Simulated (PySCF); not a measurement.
A calculated (PBEsol, PySCF 2.14, aug-cc-pVQZ-DK, scalar relativity by spin-free X2C-1e) atom or ion has these occupied shells.

```
shell  electrons  orbital energy (eV)  rms radius, mean of both spins (bohr)
 1s α          1              -5389.1                                 0.0768
 1s β          1              -5389.1                                 0.0768
 2s α          1              -636.87                                  0.335
 2s β          1              -636.05                                  0.335
 2p α          3              -537.78                                  0.304
 2p β          3              -537.14                                  0.304
 3s α          1              -104.36                                   1.01
 3s β          1              -102.23                                   1.01
 3p α          3              -77.964                                   1.08
 3p β          3              -75.858                                   1.08
 3d α          2              -38.212                                   1.30
```

Question: Name the element and its charge.

Answer: V(3+) (vanadium, charge +3), in [Ar] 3d2, high-spin 3F determinant.
